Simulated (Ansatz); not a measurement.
Born–Oppenheimer molecular dynamics of ClFH4Sn (7 atoms, charge 0, multiplicity 1). It starts at the highest image of a converged band. Of that band: A vibrational analysis at the climbing image gives 2 clearly imaginary modes (830i, 149i cm⁻¹): a point of higher order, so a lower path passes nearby.

Method: RHF/def2-SVP in Ansatz 0.2.0.

```
ensemble                      : NVE (velocity Verlet)
time step                     : 0.5 fs
steps asked                   : 200
starting velocities drawn for : 300 K
seed                          : 10769
```

First frame:

```xyz
7
Properties=species:S:1:pos:R:3
Sn -0.212 0.000 -0.260
Cl -0.051 0.000 2.757
H 1.436 0.000 0.108
H -0.714 1.445 -0.987
H -0.714 -1.445 -0.987
F -1.941 0.000 0.992
H -1.377 0.000 1.948
```

(1) How far do the bonds stretch over the last three quarters of this one trajectory? (Pairs bonded in most of those frames.)

Results:

(1) 
| bond | mean (Å) | spread (Å) | shortest | longest |
| --- | --- | --- | --- | --- |
| Sn1–H3 | 1.699 | 0.032 | 1.64 | 1.75 |
| Sn1–H4 | 1.708 | 0.033 | 1.65 | 1.76 |
| Sn1–H5 | 1.708 | 0.036 | 1.65 | 1.77 |
| Sn1–F6 | 1.931 | 0.049 | 1.87 | 2.01 |
| Cl2–H7 | 1.286 | 0.060 | 1.20 | 1.38 |

Mean temperature of the second half: 1300 K. The conserved energy stayed within 0.26 meV per atom of its start (net change 0.096 meV per atom), so the integration is sound. The kinetic energy rose, since the run started high on the potential surface and went downhill. It ends in pieces (ClH + FH3Sn), so much of that is their flight and rotation, not heat. A run of 0.1 ps of so small a system gives no equilibrium averages. The orbitals stay closed-shell, which can raise the energy where a bond breaks towards radicals; this wasn't checked here.

Time of the run: 8.4 min on 1 thread of Intel(R) Xeon(R) Platinum 8259CL CPU @ 2.50GHz (Skylake/Cascade Lake), on a shared host, peak memory 0.19 GiB.
